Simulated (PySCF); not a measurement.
Isomers of C6H9ClSi. Method used: PySCF, TDDFT wB97X-D/def2-SVPD, vertical, gas phase, core orbitals frozen in the response. Geometries: GFN2-xTB; one conformer of each isolated species. Triplets are in the Tamm–Dancoff approximation.

Question: Rank by computed S1–T1 gap, highest first.
A. `ClCC[SiH]1C=CC=C1`
B. `C=C1[SiH2][C@@H](Cl)/C1=C/C`
C. `CC#C[Si@@H](Cl)C1CC1`
D. `CC#C[C@H]1C[Si@H](Cl)C1`
E. `C=C/C=C(/C=C)[SiH2]Cl`

Answer: E (2.17 eV), B (1.93 eV), A (1.68 eV), D (0.96 eV), C (0.84 eV).

| SMILES | S1−T1 (eV) | S1 (eV) | T1 (eV) | S1 mainly | T1 mainly | f(S1) |
| --- | --- | --- | --- | --- | --- | --- |
| C=C/C=C(/C=C)[SiH2]Cl | 2.17 | 4.75 | 2.58 | H→L (97%) | H→L (93%) | 0.842 |
| C=C1[SiH2][C@@H](Cl)/C1=C/C | 1.93 | 4.85 | 2.92 | H→L (96%) | H→L (90%) | 0.186 |
| ClCC[SiH]1C=CC=C1 | 1.68 | 4.38 | 2.70 | H→L (98%) | H→L (95%) | 0.051 |
| CC#C[C@H]1C[Si@H](Cl)C1 | 0.96 | 6.53 | 5.57 | H-1→L (18%) | H-1→L+6 (26%) | 0.001 |
| CC#C[Si@@H](Cl)C1CC1 | 0.84 | 5.92 | 5.08 | H→L (75%) | H-1→L (52%) | 0.000 |

H and L stand for HOMO and LUMO. For `CC#C[C@H]1C[Si@H](Cl)C1` and `CC#C[Si@@H](Cl)C1CC1` the leading configurations of S1 and T1 differ. Singlets come from full response and triplets from the Tamm–Dancoff approximation.
